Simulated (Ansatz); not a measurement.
**Question.** Name a neutral molecule of Al, B, C, O, Si and H with LUMO energy (ωB97M-V/def2-TZVPP) between -0.45 and -0.15 eV and HOMO–LUMO gap (PBE0/def2-TZVPP) between 4.60 and 4.90 eV (Ansatz, PBE0-D4/def2-TZVP geometry).

**Answer.** `CO[B]([AlH2])[SiH3]` (-0.17 eV, 4.70 eV); `[BH]1C[SiH2][O][AlH]1` (-0.44 eV, 4.76 eV). Other molecules can fit too; these were computed, each in one conformer that needn't be the lowest.
